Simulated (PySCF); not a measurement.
CH₁₁NOSi₃, SMILES O[SiH2]C[SiH2]N[SiH3].

Coordinates come from a TPSSh-D3(BJ)/def2-SVP optimisation. The structure was generated by enumeration, and PubChem lists no compound with its InChIKey, so it may never have been made. Other conformers were not sampled.

Level of theory: PySCF with PBE/def2-TZVP.

Isolated molecule, no solvent.

The total energy comes out as -1042.70711 hartree, the highest occupied level is -6.48 eV and the lowest empty level is -1.06 eV. The orbital gap is 5.42 eV, the dipole moment comes out as 2.31 D and the quadrupole, principal values (traceless, Buckingham form, about the centre of nuclear charge) is -9.98, 0.49, 9.49 D·Å.
